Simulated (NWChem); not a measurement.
## Converging the integration grid for InH2OF (SMILES [OH][InH][F])

InH2OF: 5 atoms, total charge 0, spin state singlet. As SMILES, `[OH][InH][F]`. Geometry: relaxed at PBE0-D4/def2-TZVP. This is a higher conformer, about 10 kJ/mol above the lowest found by a separate search.

```xyz
5

O    -1.2795   -0.3459   -0.5774
In    0.4801    0.0425    0.2100
F     1.1859   -1.6547    0.8415
H    -1.7252    0.4298   -0.9257
H     1.3885    1.4547    0.4102
```

Program: NWChem 7.3.0. Method: B3LYP/def2-SVP (core potential). Swept: integration grid. Watched: the dipole moment. Each run: energy and properties. Hardware: 1 thread of AMD EPYC 7R43 (Zen 3), shared host.

Deviations are taken from the sweep's last point, which isn't the limit.

```csv
integration grid,value (D),from the best (D),wall time
lebedev 20 3,3.0763,-1.0159,11 s
lebedev 35 6,4.0922,0.0000,5.7 s
lebedev 50 8,4.0922,0.0000,6 s
lebedev 75 11,4.0921,0.0000,6.9 s
lebedev 99 14,4.0921,0.0000,9 s
lebedev 150 18,4.0921,0.0000,17 s
```

**Question.** For a target of 0.01 D, where can one stop?

**Answer.** lebedev 35 6: it is 0.0000 D off and takes 5.7 s, against 17 s for lebedev 150 18.
